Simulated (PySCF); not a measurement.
**ISN, singlet: computed properties**

Computed with PySCF, PBE0, basis S def2-TZVP, N def2-TZVP, I def2-TZVP with ECP28 (scalar-relativistic core potentials, no spin–orbit coupling, density fitting).

The structure is a minimum.

```xyz
3
charge 0 multiplicity 1, angstrom
S    -1.5009    0.0000   -1.0263
N    -2.7520    0.0000   -0.2907
I     0.6818    0.0000    0.2907
```

| Item | Value |
| --- | --- |
| Point group | Cs |
| Bond lengths | S–I 2.549 Å, S–N 1.451 Å |
| Bond angles | I–S–N 118.4° |
| Entropy at 298.15 K and 1 bar | 292.8 J/(mol K) |
| Principal quadrupole moments (Buckingham, traceless) about the centre of mass | -7.93, 1.84, 6.09 D Å |
| Lowest empty level | -3.89 eV |
| Enthalpy at 298.15 K above 0 K | 12.36 kJ/mol |
| Dipole moment | 1.68 D |
| Highest occupied level | -7.77 eV |
| Principal polarisabilities | 35.8, 43.6, 103.2 bohr³ |
| Rotational constants | 1.307, 0.06249, 0.05964 cm⁻¹ |
| Rotational symmetry number | 1 |
| Heat capacity Cp at 298.15 K | 48.1 J/(mol K) |
| Atomisation energy without zero-point energy | 619 kJ/mol |
| Zero-point energy | 11.5 kJ/mol |

Harmonic modes (masses in u: S 31.972, N 14.003, I 126.904):
| symmetry | ω (cm⁻¹) | IR (km/mol) | μ (u) |
| --- | --- | --- | --- |
| a' | 207 | 9.1 | 21.02 |
| a' | 339 | 64.4 | 25.76 |
| a' | 1379 | 93.3 | 16.86 |

Charges (e):
```
atom  Mulliken  Löwdin  polar tensor  Mayer order to S1
  S1      0.35    0.51          0.75                  –
  N2     -0.18   -0.37         -0.30               2.38
  I3     -0.17   -0.13         -0.46               0.91
```
Other Mayer orders above 0.3: N–I 0.32.

Mulliken populations on S1: s 5.86, p 9.42, d 0.34, f 0.02.

Counting electrons, sulfur keeps 2 of its valence electrons outside its bonds, so the VSEPR class is AX2E1 and the expected shape is bent; with unlike ligands the computed point group is Cs.

This need not be the most stable arrangement of these atoms.

The final relaxation and frequency run took about 80 core-seconds on a shared host.
